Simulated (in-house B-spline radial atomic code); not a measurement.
Whole-atom quantities along the 12-electron series, configuration [Ne] 3s2. Breit and QED terms are first order and not part of the total energy; the density at the nucleus is averaged over the nuclear charge. Computed with a B-spline radial code for spherical atoms: Dirac-Hartree-Fock, average of the configuration, finite nuclei.

| ion | Z | E/Z² (Eh) | Σ<r²> (bohr²) | n(0)/Z³ (bohr⁻³) | Lamb diamagnetic shielding (ppm) | repulsion over attraction | Breit energy (eV) | self-energy (eV) | vacuum polarisation (eV) | Dirac less non-relativistic energy (Eh) |
| --- | --- | --- | --- | --- | --- | --- | --- | --- | --- | --- |
| Fe14+ | 26 | -1.7501 | 1.6281 | 0.85426 | 1786.95 | 0.089016 | 12.099 | 9.3393 | -0.78522 | -9.0209 |
| Co15+ | 27 | -1.764 | 1.4745 | 0.87033 | 1865.34 | 0.085962 | 13.699 | 10.655 | -0.91498 | -10.594 |
| Ni16+ | 28 | -1.7771 | 1.3416 | 0.88767 | 1944.01 | 0.083102 | 15.436 | 12.096 | -1.0604 | -12.368 |
| Cu17+ | 29 | -1.7895 | 1.2259 | 0.90423 | 2022.98 | 0.080418 | 17.316 | 13.67 | -1.2228 | -14.358 |
| Zn18+ | 30 | -1.8013 | 1.1245 | 0.92212 | 2102.27 | 0.077894 | 19.344 | 15.382 | -1.4034 | -16.582 |
| Ga19+ | 31 | -1.8125 | 1.035 | 0.94034 | 2181.89 | 0.075518 | 21.527 | 17.24 | -1.6037 | -19.06 |
| Ge20+ | 32 | -1.8232 | 0.95574 | 0.95908 | 2261.86 | 0.073276 | 23.871 | 19.251 | -1.8252 | -21.81 |
| As21+ | 33 | -1.8335 | 0.88514 | 0.97935 | 2342.19 | 0.071158 | 26.381 | 21.423 | -2.0695 | -24.852 |
| Se22+ | 34 | -1.8434 | 0.82198 | 1.0001 | 2422.9 | 0.069153 | 29.065 | 23.762 | -2.3381 | -28.207 |
| Br23+ | 35 | -1.8528 | 0.76525 | 1.022 | 2504 | 0.067254 | 31.928 | 26.278 | -2.6328 | -31.897 |
| Kr24+ | 36 | -1.8619 | 0.7141 | 1.0447 | 2585.51 | 0.065451 | 34.975 | 28.977 | -2.9555 | -35.944 |
| Rb25+ | 37 | -1.8707 | 0.66782 | 1.0685 | 2667.45 | 0.063738 | 38.215 | 31.868 | -3.3079 | -40.373 |
| Sr26+ | 38 | -1.8792 | 0.6258 | 1.0933 | 2749.83 | 0.062108 | 41.652 | 34.959 | -3.6921 | -45.207 |
| Zr28+ | 40 | -1.8955 | 0.55259 | 1.1458 | 2915.98 | 0.059074 | 49.146 | 41.775 | -4.5645 | -56.194 |
| Nb29+ | 41 | -1.9033 | 0.52059 | 1.1728 | 2999.79 | 0.05766 | 53.216 | 45.518 | -5.057 | -62.401 |
| Mo30+ | 42 | -1.9109 | 0.49121 | 1.1999 | 3084.11 | 0.056309 | 57.509 | 49.497 | -5.5903 | -69.12 |
| Tc31+ | 43 | -1.9183 | 0.46417 | 1.2307 | 3168.96 | 0.055015 | 62.033 | 53.721 | -6.1671 | -76.383 |
| Ru32+ | 44 | -1.9255 | 0.43923 | 1.2605 | 3254.37 | 0.053777 | 66.795 | 58.2 | -6.7898 | -84.217 |
| Rh33+ | 45 | -1.9326 | 0.41618 | 1.2935 | 3340.35 | 0.052589 | 71.801 | 62.945 | -7.4616 | -92.659 |
| Pd34+ | 46 | -1.9396 | 0.39482 | 1.327 | 3426.93 | 0.051449 | 77.058 | 67.964 | -8.1851 | -101.74 |
| Ag35+ | 47 | -1.9465 | 0.375 | 1.3629 | 3514.12 | 0.050354 | 82.573 | 73.27 | -8.9637 | -111.49 |
| Cd36+ | 48 | -1.9532 | 0.35657 | 1.3982 | 3601.95 | 0.049302 | 88.353 | 78.874 | -9.8002 | -121.94 |
| In37+ | 49 | -1.9598 | 0.33941 | 1.4374 | 3690.44 | 0.048289 | 94.406 | 84.786 | -10.699 | -133.15 |
| Sn38+ | 50 | -1.9664 | 0.3234 | 1.4771 | 3779.61 | 0.047314 | 100.74 | 91.019 | -11.663 | -145.13 |
| Sb39+ | 51 | -1.9729 | 0.30843 | 1.5188 | 3869.5 | 0.046374 | 107.36 | 97.586 | -12.696 | -157.93 |

**Question.** With what power of Z does the column «vacuum polarisation (eV)» change over this range?

**Answer.** A fit of the logarithm of its size against log Z from Z = 26 to 51 has slope 4.13.
